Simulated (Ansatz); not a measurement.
Consider the atomization: `CO[SiH2]O[SiH3]` → C• + 8 H• + 2 O• + 2 Si•.

Isolated molecules relaxed with PBE0-D4/def2-TZVP in Ansatz; ΔE leaves out vibrations. CCSD(T)/CBS is the MP2 limit (def2-TZVPP, def2-QZVPP) plus CCSD(T) − MP2 in def2-TZVPP, frozen cores. This one scheme is used for every species, atoms too. DFT in def2-TZVPP. No spin–orbit coupling; open shells (•) take unrestricted orbitals. Spin–orbit coupling would lower the free atoms: a little for C, O, Si. One conformer a species, not always the lowest.

```json
{"level": "PBE", "ΔE (kcal/mol)": "1114.4"}
{"level": "r2SCAN", "ΔE (kcal/mol)": "1119.4"}
```

(1) What does CCSD(T)/CBS give? (An estimate is asked.)

Largest T1 diagnostic among the species: 0.012.

Answers

(1) Ansatz gave: +1126.8 kcal/mol. The listed levels differ from it by -12.4, -7.4 kcal/mol.

Leaving LDA and LC-ωPBE aside and taking each functional with its dispersion term where it has one, the values, not all of them listed here, spread over 32.0 kcal/mol, from revPBE-D4 to CAM-B3LYP-D4. LDA lies +144.3 kcal/mol from PBE without D4, its usual overbinding. From r2SCAN to r2SCAN0 (25 % exact exchange), in def2-TZVPP and without D4, ΔE moves by −15.0 kcal/mol: exact exchange takes away binding that semilocal exchange gives to molecules. At CCSD(T), def2-SVP lies −79.4 kcal/mol from the extrapolated value and def2-TZVPP −30.1 kcal/mol: correlation converges slowly with the basis, and small sets miss more of it in the bonded molecule than in its fragments.

For atomizations the MP2-based limit and the directly extrapolated one differ by several kJ/mol either way, and by 10 to 25 for some Ge, Se and Sn compounds, so smaller differences from it don't rank the levels.
